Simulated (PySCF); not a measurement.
WO2Cl, SMILES [O]=[W+](=[O])[Cl], charge +1, multiplicity 1. Geometry: PBE-D3(BJ)/def2-SVP. The spin state was assumed, not searched. The isomer is the one that the SMILES or the coordinates give; other isomers of the formula were not compared. The def2 effective core potentials stand for the cores of W; spin–orbit coupling is left out.

Method: PBE-D3(BJ)/def2-SVP (PySCF 2.14.0).

Harmonic wavenumbers (cm⁻¹): 222, 232, 381, 443, 997, 1036. Rotational constants (GHz): 6.349, 2.671, 2.276; symmetry number 1.

**Question.** Work out the zero-point energy and the ideal-gas rigid-rotor harmonic-oscillator thermochemistry at 298.15 K and 1 atm.

**Answer.** ZPE = ½ Σ hcν = ½ × 3310 cm⁻¹ = 19.80 kJ/mol. H − E(el) = 34.20 kJ/mol. Entropy in J/(mol K): translation 177.67, rotation 110.98, vibration 24.42, total 313.07. G − E(el) = -59.14 kJ/mol. Cp = 63.42 J/(mol K).
